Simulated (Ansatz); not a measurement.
One change: `[SeH][SnH2][SeH]` becomes `[SeH][SnH3]`.

Ansatz, PBE0-D4/def2-TZVP geometries, multiplicity 1. Each molecule was computed in one conformer, which needn't be the lowest.

Elements past krypton have def2 core potentials. Scalar relativity is left out up to krypton. Spin–orbit coupling is left out; it splits and shifts lone-pair levels of the heavy atoms by tenths of an eV.

| property | `[SeH][SnH2][SeH]` |
| --- | --- |
| HOMO energy (ωB97M-V/def2-TZVPP) / eV | -9.05 |
| LUMO energy (B3LYP/def2-TZVPP) / eV | -1.60 |
| size of the dipole moment (ωB97M-V/def2-TZVPP) / D | 1.33 |
| size of the dipole moment (PBE/def2-TZVPP) / D | 1.20 |
| HOMO–LUMO gap (B3LYP/def2-TZVPP) / eV | 5.11 |
| HOMO energy (B3LYP/def2-TZVPP) / eV | -6.71 |

Problem. Give the same properties after the change, and the shifts. (An estimate is asked.)

Solution. Computed: 
```csv
property,`[SeH][SnH3]`,shift
HOMO energy (ωB97M-V/def2-TZVPP) / eV,-9.08,-0.03
LUMO energy (B3LYP/def2-TZVPP) / eV,-1.06,0.54
size of the dipole moment (ωB97M-V/def2-TZVPP) / D,1.34,0.01
size of the dipole moment (PBE/def2-TZVPP) / D,1.19,-0.01
HOMO–LUMO gap (B3LYP/def2-TZVPP) / eV,5.63,0.52
HOMO energy (B3LYP/def2-TZVPP) / eV,-6.69,0.02
```

The zero-point energy changes by -3.7 kJ/mol with -3 modes. Dipoles are sizes alone; their direction can turn.

B3LYP here is the variant with VWN-RPA as its local correlation; programs differ in this.
